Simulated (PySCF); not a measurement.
AlSi2H6SO3F

The system: AlSi2H6SO3F, a molecule drawn to mimic a surface site (built as: Si site whose three back bonds go to H, SSiH3, OAl(OH)2; end group F); neutral, singlet. The structure, one conformer, was relaxed in the gas phase by PBE0-D3(BJ)/def2-SVP. No frequency run checks that it is a minimum.

SMILES: [OH][Al]([OH])[O][SiH](F)S[SiH3]

```csv
atom,x (Å),y (Å),z (Å)
Si1,-1.656,0.783,1.200
S2,-1.890,1.661,-0.754
Si3,-0.644,0.270,-1.782
O4,-0.223,0.040,1.271
Al5,1.224,-0.591,0.589
O6,1.185,-2.208,0.081
O7,2.710,0.204,0.788
F8,-2.840,-0.291,1.431
H9,-1.824,1.852,2.207
H10,0.768,0.310,-1.210
H11,-0.506,0.724,-3.191
H12,-1.116,-1.135,-1.686
H13,1.981,-2.710,-0.100
H14,2.826,1.075,1.170
```

Shieldings: GIAO PBE0/pcSseg-1. Shifts are against computed references at the same level: H TMS (σ 31.27 ppm), Si TMS (σ 352.0 ppm). Core levels by delta-SCF with SCAN, pcX-2 on the ionised atom and pcseg-1 elsewhere, spin-free X2C (2p3/2 is the spin-free 2p value less a third of a first-order spin-orbit splitting); from the vacuum level, for chosen atoms.

Problem. Give the shieldings and core levels atom by atom.

Solution. 
```json
{"atoms": "Si1", "bonded to": "1 F + 1 O + 1 S + 1 H", "σ (ppm)": "385.2", "δ (ppm)": "-33.2", "core level (eV)": "2p3/2 108.65"}
{"atoms": "S2", "bonded to": "2 Si", "σ (ppm)": "732.7", "δ (ppm)": "-", "core level (eV)": "2p3/2 169.21"}
{"atoms": "Si3", "bonded to": "1 S + 3 H", "σ (ppm)": "395.6", "δ (ppm)": "-43.6", "core level (eV)": "2p3/2 107.99"}
{"atoms": "O4", "bonded to": "1 Al + 1 Si", "σ (ppm)": "240.5", "δ (ppm)": "-", "core level (eV)": "1s 537.98"}
{"atoms": "Al5", "bonded to": "3 O", "σ (ppm)": "492.5", "δ (ppm)": "-", "core level (eV)": "-"}
{"atoms": "O6", "bonded to": "1 Al + 1 H", "σ (ppm)": "323.7", "δ (ppm)": "-", "core level (eV)": "-"}
{"atoms": "O7", "bonded to": "1 Al + 1 H", "σ (ppm)": "315.0", "δ (ppm)": "-", "core level (eV)": "-"}
{"atoms": "F8", "bonded to": "1 Si", "σ (ppm)": "299.8", "δ (ppm)": "-", "core level (eV)": "1s 692.34"}
{"atoms": "H9", "bonded to": "1 Si", "σ (ppm)": "26.05", "δ (ppm)": "5.21", "core level (eV)": "-"}
{"atoms": "H10 H11 H12", "bonded to": "1 Si", "σ (ppm)": "26.55", "δ (ppm)": "4.72", "core level (eV)": "-"}
{"atoms": "H13", "bonded to": "1 O", "σ (ppm)": "30.20", "δ (ppm)": "1.07", "core level (eV)": "-"}
{"atoms": "H14", "bonded to": "1 O", "σ (ppm)": "29.91", "δ (ppm)": "1.36", "core level (eV)": "-"}
```

Values are those of this one static structure, with the three H of a rotating XH3 group averaged; atoms that internal rotation interchanges would show their mean in an NMR spectrum.

Problem. Which of Si1, Si3 holds its core electrons tightest, and by how much against the loosest?

Solution. Si1 (bonded to 1 F + 1 O + 1 S + 1 H), by 0.66 eV over Si3 (bonded to 1 S + 3 H).

Problem. By CAM-B3LYP/def2-SVPD (TDDFT singlets, Tamm-Dancoff triplets, ionisation by delta-SCF), where does absorption start, and what does vertical ionisation take?

Solution. The lowest singlet lies at 6.25 eV (f 0.014), the strongest of the first 6 at 7.43 eV (f 0.072), the lowest triplet at 5.87 eV; vertical ionisation takes 10.12 eV.
